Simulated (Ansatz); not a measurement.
dimethyl telluride (C$_{2}$H$_{6}$Te), singlet, at a GFN2-xTB geometry (core potentials on Te), atoms displaced at random by about 0.1 Å a coordinate; Ansatz (a program for electronic structure) with PBE0/def2-SVP.

Input for Ansatz:
Ansatz 0.2 input:
```yaml
crystal:
  periodic: [false, false, false]
  atoms:
    - {symbol: C, position_ang: [1.44789851, -0.64293754, 0.95699465]}
    - {symbol: Te, position_ang: [-0.05668485, 0.36390111, -0.50252884]}
    - {symbol: C, position_ang: [-1.71500032, -0.19157913, 0.98728557]}
    - {symbol: H, position_ang: [1.43107530, -1.87242614, 0.92793656]}
    - {symbol: H, position_ang: [2.36710815, -0.18015496, 0.58865422]}
    - {symbol: H, position_ang: [1.49966507, -0.23850929, 1.95477479]}
    - {symbol: H, position_ang: [-1.55529620, -1.42458198, 1.04307646]}
    - {symbol: H, position_ang: [-2.46453940, -0.08341655, 0.51300727]}
    - {symbol: H, position_ang: [-1.49035773, -0.06402069, 1.92334317]}
basis:
  gaussian:
    orbitals: def2-SVP
hamiltonian:
  xc: pbe0
relax: {f_tol: 0.0005}
```

The log (banner, timings and long lists left out):

```
Functional definition: PBE0
1036 factors; integrals over basis functions are off by at most 4.4e-4 eV
mean field evaluation 1: about -9449.1283 eV, gradient 5.7e1 eV
mean field evaluation 2: about -9437.6833 eV, gradient 7.9e1 eV
mean field evaluation 4: about -9457.8079 eV, gradient 2.8e0 eV
mean field evaluation 8: about -9457.8590 eV, gradient 8.5e-2 eV
mean field evaluation 16: about -9457.8591 eV, gradient 2.3e-5 eV
mean field -9457.85905146 eV, -347.5699093742 hartree, gradient 2.3e-5 eV, S^2 0.000000; 0 other end points of the search recorded, 0 dependent functions left out
the calculation of the forces begins
reference -9457.85907534 eV, -347.5699102517 hartree; 21, 21 occupied and 63, 63 virtual orbitals, 1036 factors
relax step   1: F+E_penalty+E_count = -9457.85905146 eV  Δ(F+E_penalty+E_count) = +0.000e0 eV  max|allowed force component| = 1.151e1 eV/Å  Δτ_max = 0.0000 Å  (26 SCF iters, accepted)
these checks for a lower state are left out or cut short: starts, cluster_reference, orbital_swaps, neighbouring_geometries, increment
1036 factors; integrals over basis functions are off by at most 6.1e-4 eV
mean field -9460.39371423 eV, -347.6630565128 hartree, gradient 1.9e-5 eV, S^2 0.000000; 0 other end points of the search recorded, 0 dependent functions left out
the calculation of the forces begins
reference -9460.39373839 eV, -347.6630574007 hartree; 21, 21 occupied and 63, 63 virtual orbitals, 1036 factors
relax step   2: F+E_penalty+E_count = -9460.39371423 eV  Δ(F+E_penalty+E_count) = -2.535e0 eV  max|allowed force component| = 3.351e0 eV/Å  Δτ_max = 0.1950 Å  (29 SCF iters, accepted)
these checks for a lower state are left out or cut short: starts, cluster_reference, orbital_swaps, neighbouring_geometries, increment
1036 factors; integrals over basis functions are off by at most 7.2e-4 eV
mean field -9460.69426884 eV, -347.6741016911 hartree, gradient 1.6e-5 eV, S^2 0.000000; 0 other end points of the search recorded, 0 dependent functions left out
the calculation of the forces begins
reference -9460.69429332 eV, -347.6741025907 hartree; 21, 21 occupied and 63, 63 virtual orbitals, 1036 factors
relax step   3: F+E_penalty+E_count = -9460.69426884 eV  Δ(F+E_penalty+E_count) = -3.006e-1 eV  max|allowed force component| = 5.448e-1 eV/Å  Δτ_max = 0.1490 Å  (28 SCF iters, accepted)
these checks for a lower state are left out or cut short: starts, cluster_reference, orbital_swaps, neighbouring_geometries, increment
1036 factors; integrals over basis functions are off by at most 7.0e-4 eV
mean field evaluation 32: about -9460.7365 eV, gradient 1.3e-1 eV
mean field -9460.75864851 eV, -347.6764676002 hartree, gradient 1.9e-5 eV, S^2 0.000000; 0 other end points of the search recorded, 0 dependent functions left out
the calculation of the forces begins
reference -9460.75867315 eV, -347.6764685055 hartree; 21, 21 occupied and 63, 63 virtual orbitals, 1036 factors
relax step   4: F+E_penalty+E_count = -9460.75864851 eV  Δ(F+E_penalty+E_count) = -6.438e-2 eV  max|allowed force component| = 1.827e-1 eV/Å  Δτ_max = 0.1668 Å  (28 SCF iters, accepted)
these checks for a lower state are left out or cut short: starts, cluster_reference, orbital_swaps, neighbouring_geometries, increment
1036 factors; integrals over basis functions are off by at most 7.1e-4 eV
mean field -9460.76287031 eV, -347.6766227486 hartree, gradient 1.2e-5 eV, S^2 0.000000; 0 other end points of the search recorded, 0 dependent functions left out
the calculation of the forces begins
reference -9460.76289507 eV, -347.6766236583 hartree; 21, 21 occupied and 63, 63 virtual orbitals, 1036 factors
relax step   5: F+E_penalty+E_count = -9460.76287031 eV  Δ(F+E_penalty+E_count) = -4.222e-3 eV  max|allowed force component| = 1.071e-1 eV/Å  Δτ_max = 0.0586 Å  (30 SCF iters, accepted)
these checks for a lower state are left out or cut short: starts, cluster_reference, orbital_swaps, neighbouring_geometries, increment
[...]
relax step   6: F+E_penalty+E_count = -9460.76354553 eV  Δ(F+E_penalty+E_count) = -6.752e-4 eV  max|allowed force component| = 5.594e-2 eV/Å  Δτ_max = 0.0146 Å  (29 SCF iters, accepted)
relax step   7: F+E_penalty+E_count = -9460.76414849 eV  Δ(F+E_penalty+E_count) = -6.030e-4 eV  max|allowed force component| = 6.734e-3 eV/Å  Δτ_max = 0.0297 Å  (29 SCF iters, accepted)
relax step   8: F+E_penalty+E_count = -9460.76379614 eV  Δ(F+E_penalty+E_count) = +3.524e-4 eV  max|allowed force component| = 1.100e-1 eV/Å  Δτ_max = 0.0226 Å  (30 SCF iters, rejected (line search))
relax step   9: F+E_penalty+E_count = -9460.76426464 eV  Δ(F+E_penalty+E_count) = -1.161e-4 eV  max|allowed force component| = 2.456e-3 eV/Å  Δτ_max = 0.0113 Å  (23 SCF iters, accepted)
relax step  10: F+E_penalty+E_count = -9460.75731360 eV  Δ(F+E_penalty+E_count) = +6.951e-3 eV  max|allowed force component| = 5.550e-1 eV/Å  Δτ_max = 0.0215 Å  (30 SCF iters, rejected (line search))
[...]
the calculation of the forces begins
reference -9460.76434361 eV, -347.6766768913 hartree; 21, 21 occupied and 63, 63 virtual orbitals, 1036 factors
relax step  11: F+E_penalty+E_count = -9460.76431884 eV  Δ(F+E_penalty+E_count) = -5.421e-5 eV  max|allowed force component| = 8.526e-4 eV/Å  Δτ_max = 0.0090 Å  (23 SCF iters, accepted)
these checks for a lower state are left out or cut short: starts, cluster_reference, orbital_swaps, neighbouring_geometries, increment
1036 factors; integrals over basis functions are off by at most 7.0e-4 eV
mean field -9460.76434053 eV, -347.6766767781 hartree, gradient 2.1e-5 eV, S^2 0.000000; 0 other end points of the search recorded, 0 dependent functions left out
the calculation of the forces begins
reference -9460.76436530 eV, -347.6766776885 hartree; 21, 21 occupied and 63, 63 virtual orbitals, 1036 factors
relax step  12: F+E_penalty+E_count = -9460.76434053 eV  Δ(F+E_penalty+E_count) = -2.169e-5 eV  max|allowed force component| = 2.036e-3 eV/Å  Δτ_max = 0.0107 Å  (23 SCF iters, accepted)
these checks for a lower state are left out or cut short: starts, cluster_reference, orbital_swaps, neighbouring_geometries, increment
1036 factors; integrals over basis functions are off by at most 7.0e-4 eV
mean field -9460.76434083 eV, -347.6766767891 hartree, gradient 1.9e-5 eV, S^2 0.000000; 0 other end points of the search recorded, 0 dependent functions left out
the calculation of the forces begins
reference -9460.76436560 eV, -347.6766776995 hartree; 21, 21 occupied and 63, 63 virtual orbitals, 1036 factors
relax step  13: F+E_penalty+E_count = -9460.76434083 eV  Δ(F+E_penalty+E_count) = -2.998e-7 eV  max|allowed force component| = 1.291e-3 eV/Å  Δτ_max = 0.0002 Å  (18 SCF iters, accepted)
these checks for a lower state are left out or cut short: starts, cluster_reference, orbital_swaps, neighbouring_geometries, increment
1036 factors; integrals over basis functions are off by at most 7.0e-4 eV
mean field evaluation 96: about -9460.7643 eV, gradient 5.3e-3 eV
mean field -9460.76434098 eV, -347.6766767947 hartree, gradient 1.5e-5 eV, S^2 0.000000; 0 other end points of the search recorded, 0 dependent functions left out
the calculation of the forces begins
reference -9460.76436575 eV, -347.6766777051 hartree; 21, 21 occupied and 63, 63 virtual orbitals, 1036 factors
relax step  14: F+E_penalty+E_count = -9460.76434098 eV  Δ(F+E_penalty+E_count) = -1.511e-7 eV  max|allowed force component| = 1.004e-4 eV/Å  Δτ_max = 0.0001 Å  (18 SCF iters, accepted)
1036 factors; integrals over basis functions are off by at most 7.0e-4 eV
mean field -9460.76434098 eV, -347.6766767947 hartree, gradient 1.5e-5 eV, S^2 0.000000; 1 other end points of the search recorded, 0 dependent functions left out
the calculation of the forces begins
reference -9460.76436575 eV, -347.6766777051 hartree; 21, 21 occupied and 63, 63 virtual orbitals, 1036 factors
Total energy: -9460.76436575 eV, -347.6766777051 hartree
Atom 0 at     1.516923    -0.589679     0.931014 Å, force     0.000083    -0.000027     0.000062 eV/Å
Atom 1 at    -0.012978     0.320292    -0.279506 Å, force     0.000005     0.000066    -0.000098 eV/Å
Atom 2 at    -1.636566    -0.382061     0.947133 Å, force    -0.000100    -0.000036     0.000073 eV/Å
Atom 3 at     1.383225    -1.678942     0.951027 Å, force     0.000003    -0.000033    -0.000040 eV/Å
Atom 4 at     2.484483    -0.350125     0.469492 Å, force    -0.000072    -0.000018     0.000010 eV/Å
Atom 5 at     1.487160    -0.177901     1.948031 Å, force     0.000014     0.000047     0.000016 eV/Å
Atom 6 at    -1.646607    -1.479464     0.966540 Å, force    -0.000007    -0.000025    -0.000045 eV/Å
Atom 7 at    -2.569021    -0.017452     0.495302 Å, force     0.000080    -0.000021     0.000011 eV/Å
Atom 8 at    -1.542752     0.021605     1.963511 Å, force    -0.000006     0.000048     0.000012 eV/Å
Dipole moment:    -0.008070    -0.138859     0.209897 e Å
```
